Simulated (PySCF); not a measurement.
Two species compared at the same levels of theory.

First species: C4H7F5O2Si.
Cartesian coordinates in Å at the GFN2-xTB level; atoms count from 1:
```xyz
19
C4H7F5O2Si angstrom
C      0.1079    2.4155   -0.7609
O     -0.6100    1.2719   -0.3604
Si    -0.5149    0.1636    0.7927
O     -1.8461   -0.7084    0.8468
C     -2.5803   -1.4944   -0.0637
C      0.9825   -1.0442    0.3874
F      0.6814   -1.9039   -0.6313
F      1.2692   -1.8386    1.4567
C      2.2725   -0.3215    0.0037
F      3.3596   -1.0885    0.0019
F      2.1705    0.2262   -1.2132
F      2.5073    0.6925    0.8566
H     -0.5978    3.2434   -0.8393
H      0.8878    2.6701   -0.0445
H      0.5589    2.2261   -1.7358
H     -0.3292    0.5930    2.1617
H     -2.9651   -0.8730   -0.8725
H     -1.9545   -2.2837   -0.4808
H     -3.4098   -1.9369    0.4876
```

Second species: C8H9P.
Bonds: C1–C2 (triple), C2–C3, C3–P4, P4–C5, C5–C6 (triple), C6–C7, P4–C8, C8–C9 (double). Hydrogens: H10 on C1; H11, H12 on C3; H13, H14, H15 on C7; H16 on C8; H17, H18 on C9.

Levels: PBE0/pcSseg-1 for dipole moment, HOMO energy, LUMO energy and HOMO–LUMO gap; GFN2-xTB for rotational constant A and rotational constant C. Geometries: GFN2-xTB. All species are isolated and taken at one optimised geometry, non-relativistic unless stated; the electronic structure was computed with PySCF and density fitting.

Dipoles, sizes and rotational constants follow the conformer. The torsions of the flexible species, by atom-mapped SMILES:
- `[CH3:1][O:2][SiH:3]([O:4][CH3:5])[C:6]([F:7])([F:8])[C:9]([F:10])([F:11])[F:12]`: C1–O2–Si3–O4 168°, O2–Si3–O4–C5 56°, O2–Si3–C6–F7 -75°, Si3–C6–C9–F10 166°
- `[CH:1]#[C:2][CH2:3][P:4]([C:5]#[C:6][CH3:7])[CH:8]=[CH2:9]`: C2–C3–P4–C5 170°, C3–P4–C8–C9 126°

Q: Which of the two has the higher HOMO energy, and by how much?

A: The second: -6.59 eV against -8.29 eV, a difference of 1.70 eV.

Q: Which has the higher dipole moment?

A: The first: 2.61 D against 2.20 D, a difference of 0.41 D.

Q: Which has the higher HOMO–LUMO gap?

A: The first: 8.99 eV against 6.33 eV, a difference of 2.66 eV.

Q: Which of the two has the higher LUMO energy, and by how much?

A: The first: 0.70 eV against -0.26 eV, a difference of 0.96 eV.

Q: Which of the two has the higher rotational constant C, and by how much?

A: The second: 0.623 GHz against 0.525 GHz, a difference of 0.098 GHz.

Q: Which has the higher rotational constant A?

A: The second: 2.376 GHz against 1.102 GHz, a difference of 1.274 GHz.

On the first: In atomic units the dipole is 1.03 e·bohr (1 au = 2.5417 D).

On the second: The dipole equals about 7.3 × 10⁻³⁰ C·m (1 D = 3.33564 × 10⁻³⁰ C·m). GFN2-xTB frequencies show an imaginary mode (27i cm⁻¹), so this geometry is no minimum at that level.
